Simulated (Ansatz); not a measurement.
The same path of CH₂BrClOSi (7 atoms, charge 0, multiplicity 1) was run 3 times with different band settings. Lost on the way: Si5–H7. Made: O4–H7.

Level of theory: RKS PBE0-D4/def2-SVP (Ansatz 0.2.0).

Relaxed end points:

```xyz
7
Properties=species:S:1:pos:R:3
Cl -0.387 -1.581 1.664
C -0.113 -0.805 0.104
Br -0.730 -1.922 -1.354
O 1.176 -0.322 -0.073
Si 0.079 1.004 -0.086
H 0.148 1.893 1.095
H -0.111 1.665 -1.396
```

```xyz
7
Properties=species:S:1:pos:R:3
Cl 0.246 -1.463 1.410
C -0.240 -0.436 0.077
Br -1.041 -1.493 -1.348
O 0.888 0.274 -0.451
Si -0.788 1.414 0.161
H -0.049 1.608 1.483
H 1.044 0.028 -1.377
```

Common settings: movable images 9; spring 5.0 eV/Å²; start path through a guess of the saddle point; end points relaxed.

| run | climbing image | optimiser | force threshold | iteration limit |
| --- | --- | --- | --- | --- |
| 1 | yes | quadratic models (default) | 0.05 eV/Å | 42 |
| 2 | from the first iteration | lbfgs | 0.05 eV/Å | 53 |
| 3 | yes | quadratic models (default) | 0.5 eV/Å | 49 |

Task: What does each run give, and how far can it be trusted?

Result: Run 1: converged after 9 iterations, highest image 2.361 eV above the first end. A vibrational analysis at the climbing image gives one clearly imaginary mode, 1456i cm⁻¹: a first-order saddle point.
Run 2: converged after 52 iterations, highest image 2.362 eV above the first end. Another band between the same ends (9 images) ends at a top of the same energy, where a vibrational analysis finds 1 clearly imaginary mode.
Run 3: converged after 8 iterations, highest image 2.361 eV above the first end. The threshold of 0.5 eV/Å is loose, so the images may lie well off the minimum-energy path. Another band between the same ends (9 images) ends at a top of the same energy, where a vibrational analysis finds 1 clearly imaginary mode.
The orbitals stay closed-shell, which can raise the energy where a bond breaks towards radicals; this wasn't checked here.
